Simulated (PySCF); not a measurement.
FHSi, neutral, multiplicity 1. Atoms are numbered in the order given.

```xyz
3

Si     0.1183     0.5896     0.0000
H     -1.3903     0.8968     0.0000
F     -0.0295    -1.0168     0.0000
```

Geometry optimised at PBE0-D3(BJ)/def2-TZVPD. The isomer is the one that the SMILES or the coordinates give; other isomers of the formula were not compared.

The numbers are results of PBE/def2-TZVPD in PySCF, not measurements.

Mulliken values depend strongly on the basis, most of all with diffuse functions as here. ESP charges are fitted to the potential on shells at 1.4 to 2.0 van der Waals radii. Atomic charges (e):

```json
[
 {"atom": "Si1", "Mulliken": "0.20", "ESP fit": "0.15", "IAO": "0.64"},
 {"atom": "H2", "Mulliken": "-0.01", "ESP fit": "-0.02", "IAO": "-0.15"},
 {"atom": "F3", "Mulliken": "-0.19", "ESP fit": "-0.13", "IAO": "-0.49"}
]
```
